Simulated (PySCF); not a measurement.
A calculated (PBE0, PySCF 2.14, jorge-DZP-DKH, the spin-free X2C one-electron Hamiltonian (Gaussian nucleus)) atom or ion has these occupied shells.

| shell | electrons | orbital energy (eV) | rms radius, mean of both spins (bohr) |
| --- | --- | --- | --- |
| 1s β | 1 | -7672.8 | 0.0650 |
| 1s α | 1 | -7672.8 | 0.0650 |
| 2s α | 1 | -956.20 | 0.277 |
| 2s β | 1 | -953.60 | 0.277 |
| 2p α | 3 | -823.88 | 0.249 |
| 2p β | 3 | -821.70 | 0.249 |
| 3s α | 1 | -149.90 | 0.826 |
| 3s β | 1 | -143.58 | 0.826 |
| 3p α | 3 | -111.21 | 0.885 |
| 3p β | 3 | -104.43 | 0.885 |
| 3d α | 5 | -50.323 | 1.05 |
| 3d β | 1 | -45.737 | 1.05 |

(1) Name the element and its charge.

## Answers

(1) Co³⁺ (cobalt, charge +3), in [Ar] 3d6, high-spin 5D determinant.
